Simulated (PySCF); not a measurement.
Compound: C4H10ClSi (doublet state).
Structure used (GFN2-xTB), in Å, numbered top down from 1:
```
atom  x, y, z in Å
C1     2.426   -0.513    0.530
Si2    0.998    0.670    0.928
C3    -0.588    0.220   -0.056
C4    -1.011   -1.231    0.088
C5    -1.743    1.160    0.235
Cl6   -0.131    0.470   -1.818
H7     2.240   -1.522    0.886
H8     3.345   -0.165    0.991
H9     2.590   -0.562   -0.545
H10    1.321    2.078    0.690
H11   -1.866   -1.451   -0.551
H12   -0.200   -1.902   -0.185
H13   -1.293   -1.426    1.121
H14   -2.044    1.053    1.276
H15   -1.452    2.194    0.066
H16   -2.600    0.936   -0.400
```

The hyperfine couplings belong to this conformer and change with its torsions.

Identity: `C[SiH]C(C)(C)Cl` [radical].

The calculation used UKS B3LYP, pcH-1 on C Cl H Si, non-relativistic, mean-field spin-orbit, GIAO (PySCF 2.14.0). The structure is a single GFN2-xTB conformer in the gas phase; no vibrational or solvent corrections. A GFN2-xTB geometry isn't a minimum of the functional, and hyperfine couplings can be far from their values at a DFT geometry, by a factor of two or more for some ions and for spin on atoms past the first row. No stability test was run, so a lower SCF solution isn't excluded.

(1) Match the computed a_iso(13C) values +48.6, +25.9, -0.5 MHz (means over equivalent nuclei) with the sites C1; C3; C4/C5.

(2) The isotropic 1H couplings, averaged over equivalent nuclei, are +55.8, +20.8, -0.1 MHz. Assign them to H7/H8/H9; H10; H11 (×6).

Answers

(1) 
```csv
site,a_iso (MHz),ρ(0) (bohr⁻³),position,distance from Si2 (Å),spin population,largest |T| (MHz)
C1,+25.9,+0.0231,1 bond from Si2,1.90,-0.01,7.7
C3,+48.6,+0.0432,1 bond from Si2,1.92,+0.01,7.2
C4/C5,-0.5,-0.0005,2 bonds from Si2,2.88,0.00,0.9
```

(2) 
```tsv
site	a_iso (MHz)	ρ(0) (bohr⁻³)	position	distance from Si2 (Å)	bound to	spin population there	largest |T| (MHz)
H7/H8/H9	+20.8	+0.0046	2 bonds from Si2	2.50	C1	-0.01	5.7
H10	+55.8	+0.0125	1 bond from Si2	1.46	Si2	+0.92	9.2
H11 (×6)	-0.1	0.0000	3 bonds from Si2	3.33	C4/C5	0.00	3.5
```

ρ(0) is the spin density at the nucleus and T the dipolar tensor; a_iso includes a spin–orbit part; entries for several nuclei are means. The largest Mulliken spin population is on Si2 (+0.92). The angles at Si2 add up to 334.0°, so it is pyramidal.

Nuclei that the bonding pattern makes equivalent are averaged, as if the motion that swaps them (rotation, inversion, ring flip) were fast. The three 1H nuclei of mean +20.8 MHz run from -1.6 to 56.3 MHz in the frozen geometry.

The run took 86 s of wall time (grids of density and orbitals included) on an Arm Neoverse V2 with one thread, shared host with 96 logical CPUs at a one-minute load of 66, and the process peaked at 0.96 GiB of memory.
